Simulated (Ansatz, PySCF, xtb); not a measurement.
Dimer: N2 (SMILES N#N) (first 2 atoms) with PH3 (SMILES P); geometry from B3LYP-D3(BJ)/def2-TZVP, rigid monomers moved along the line of their centres of mass till N2···H6 is 2.95 Å.
(charge 0, multiplicity 1):
```xyz
6

N      0.6469    -0.2110    -0.5113
N     -0.3349     0.2639    -0.4876
P      0.0353     0.1013     3.2190
H      1.1304     0.6261     2.4857
H      0.0269    -1.1173     2.4928
H     -0.9283     0.7077     2.3728
```

Monomers are frozen at their geometry in the pair; levels with a basis set take the counterpoise correction. Rows marked so take none.

Cores are frozen in the correlated methods. Rows in 6-31G* carry no dispersion term and start afresh at each structure (6-31G* with six Cartesian d functions).

Programs: Ansatz (Gaussian basis) for Hartree–Fock, density functionals and correlated methods; PySCF for 6-31G* rows, the dispersion terms; xtb for the GFN methods. Each number belongs to the level named beside it.

```json
[
 {"level": "GFN1-xTB", "interaction energy (kcal/mol)": "-0.90"},
 {"level": "B3LYP/6-31G*", "interaction energy (kcal/mol)": "1.24"},
 {"level": "B3LYP/def2-TZVPPD", "interaction energy (kcal/mol)": "1.18"},
 {"level": "B3LYP-D3(BJ)/def2-TZVPPD", "interaction energy (kcal/mol)": "-0.17"},
 {"level": "PBE0/def2-TZVPPD", "interaction energy (kcal/mol)": "0.57"},
 {"level": "PBE0-D3(BJ)/def2-TZVPPD", "interaction energy (kcal/mol)": "-0.25"},
 {"level": "PBE0-D4/def2-TZVPPD", "interaction energy (kcal/mol)": "-0.05"},
 {"level": "M06-2X/6-31G* (no counterpoise)", "interaction energy (kcal/mol)": "-0.64"},
 {"level": "SCS-MP2/aug-cc-pV(T+d)Z", "interaction energy (kcal/mol)": "[?]"}
]
```

Task: What belongs in the gaps?

Result: 
- SCS-MP2/aug-cc-pV(T+d)Z, interaction energy (kcal/mol): 0.16

Ansatz is a program for electronic structure.
